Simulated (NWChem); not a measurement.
# CH4MgO; SMILES [Mg]([CH3])[OH]

```xyz
7

Mg     0.3156     0.1726    -0.0001
C      0.2926    -1.9210    -0.0001
H      1.1974    -2.3404    -0.4890
H     -0.5893    -2.3222    -0.5432
H      0.2570    -2.3312     1.0314
O      0.4659     1.9614     0.0019
H      0.1106     2.8565    -0.0023
```
Atoms are numbered in this order, from 1.

Results from NWChem. Pople sets run with spherical d functions. The geometry was optimised at PBE-D3(BJ)/def2-SVP. Vzz is the largest principal value of the second derivative of the potential at the nucleus (NWChem prints the opposite sign); η is the asymmetry. Non-relativistic.

| level | Vzz Mg1 (a.u.) | η Mg1 | Vzz O6 (a.u.) | η O6 | relative time |
|---|---|---|---|---|---|
| B3LYP/6-31G* | -0.795 | 0.03 | 1.467 | 0.04 | 2 |
| B3LYP/cc-pVTZ | -0.922 | 0.03 | 1.480 | 0.04 | 20 |
| Hartree-Fock/cc-pVTZ | -0.993 | 0.02 | 1.519 | 0.03 | 10 |
| Hartree-Fock/6-31G* | -0.868 | 0.02 | 1.548 | 0.03 | 1 |

Relative times are rough (shared machine, one core).
